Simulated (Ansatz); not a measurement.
CeO2, charge +1, doublet (typed; the unrestricted solution is spin-contaminated), geometry from GFN2-xTB (such geometries of metal compounds can be far from the true shape) (the multiplicity is a formal guess) (core potentials on Ce); PBE/def2-SV(P) in Ansatz (an electronic-structure program).

Input for Ansatz:
Ansatz 0.2 input:
```yaml
crystal:
  periodic: [false, false, false]
  atoms:
    - {symbol: Ce, position_ang: [-0.00990112, 0.00512328, -0.01051781]}
    - {symbol: O, position_ang: [1.68716701, 0.30957791, -1.35648681]}
    - {symbol: O, position_ang: [-1.61538385, -0.34672167, 1.43274092]}
basis:
  gaussian:
    orbitals: def2-SV_P_.json
hamiltonian:
  xc: pbe
total_charge: 1
magnetization: {spin_polarized: true, initial_magnetization: 1}
```
The basis file holds def2-SV(P) in the JSON format of the Basis Set Exchange.

The log (banner, timings and long lists left out):

```
Functional definition: PBE
942 factors; their error is unknown
mean field evaluation 1: about -16949.9697 eV, gradient 1.1e2 eV
mean field evaluation 2: about -14616.2697 eV, gradient 9.3e2 eV
mean field evaluation 4: about -15075.7039 eV, gradient 8.3e2 eV
mean field evaluation 8: about -17004.7793 eV, gradient 1.1e0 eV
mean field evaluation 16: about -17004.7990 eV, gradient 2.3e-5 eV
mean field evaluation 32: about -17004.7792 eV, gradient 2.8e-1 eV
mean field evaluation 64: about -17004.6670 eV, gradient 5.1e-1 eV
mean field evaluation 96: about -17004.6854 eV, gradient 5.3e-2 eV
mean field evaluation 128: about -17004.7382 eV, gradient 7.4e-1 eV
mean field evaluation 160: about -17004.7914 eV, gradient 9.2e-1 eV
mean field evaluation 192: about -17002.6351 eV, gradient 8.7e0 eV
mean field evaluation 224: about -17004.0213 eV, gradient 2.9e0 eV
mean field -17004.79904246 eV, -624.9148385435 hartree, gradient 2.1e-6 eV, S^2 0.868345; 11 other end points of the search recorded, 0 dependent functions left out
reference -17004.79910839 eV, -624.9148409666 hartree; 23, 22 occupied and 74, 75 virtual orbitals, 942 factors
Total energy: -17004.79910839 eV, -624.9148409666 hartree
```
